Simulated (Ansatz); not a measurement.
K⁺ ··· BCl$_{3}$

The pair of K⁺ (SMILES [K+], atom 1) and BCl$_{3}$ (SMILES ClB(Cl)Cl, atoms 2–5), both closed shells, in one local arrangement (a lower one may exist), relaxed at PBE0-D4/def2-TZVP:

```xyz
5
angstrom
K 0.0877 0.4003 -2.9871
Cl -1.4650 -0.3024 -0.2107
B -0.0227 -0.1038 0.7742
Cl 1.4723 0.3357 -0.0390
Cl -0.0723 -0.3299 2.4627
```

Program: Ansatz 0.2.0. Basis: def2-TZVPPD, with def2-QZVPPD for the basis limit. Cores are frozen in the correlated methods. The outer core shell of Li, Na, Mg and K is correlated. The def2 sets are not built for correlating such inner shells, so the correlated values are less sure here. B3LYP uses VWN-RPA correlation. Extrapolation: Hartree–Fock as exp(−7.88 √X), correlation as X^−2.97. Interaction energies count from these two fragments, frozen as in the pair, with the counterpoise correction; negative means bound.

Question: What is the interaction energy by CCSD(T) at an estimated basis limit (MP2 extrapolated from triple and quadruple zeta, plus CCSD(T) − MP2 in triple zeta)? (Judge from chemistry; the value comes from the calculation.)

Answer: The calculation gives: -41.9 kJ/mol. Hartree–Fock alone gives -30.8 kJ/mol at the basis limit. It counts from the two fragments frozen as in the pair.

The same quantity by other methods in triple zeta, and each one's difference from that estimate:
| method | E_int (kJ/mol) | difference |
| --- | --- | --- |
| PBE-D4 | -43.2 | -1.2 |
| revPBE-D4 | -39.5 | 2.4 |
| BLYP-D4 | -42.4 | -0.5 |
| r2SCAN-D4 | -40.4 | 1.5 |
| B97M-V | -41.4 | 0.6 |
| PBE0-D4 | -41.8 | 0.2 |
| B3LYP-D4 | -42.6 | -0.6 |
| HSE06-D4 | -41.8 | 0.1 |
| wB97X-V | -41.2 | 0.7 |
| wB97M-V | -41.9 | 0.1 |
| B2PLYP | -37.6 | 4.4 |
| HF | -30.2 | 11.7 |
| MP2 | -38.1 | 3.8 |
| CCSD | -36.2 | 5.8 |
| CCSD(T) | -37.0 | 5.0 |
Differences are method less estimate.

Energy to bend the free fragments (PBE0-D4 minima) into their shapes in the pair, CCSD(T)/def2-TZVPPD: BCl$_{3}$ 2.0 kJ/mol. This must be added to the interaction energy to get the binding energy from relaxed fragments.

Basis-set superposition shift (counterpoise-corrected less uncorrected): CCSD(T) 3.8; MP2 3.5; HF 0.4; PBE0-D4 0.7; wB97M-V 0.6 kJ/mol.

No T1 diagnostic of these runs exceeds 0.012.

For scale, one of the runs: CCSD(T)/def2-TZVPPD, 226 basis functions, launched by `ansatz run in.yaml --threads 4 --pin off --events-out ev --progress --plain --max-ram 9574MiB`. Time: 81 s of wall clock on 4 CPU threads of an Arm Neoverse V2; the host was shared. Peak host memory: 3.5 GiB.
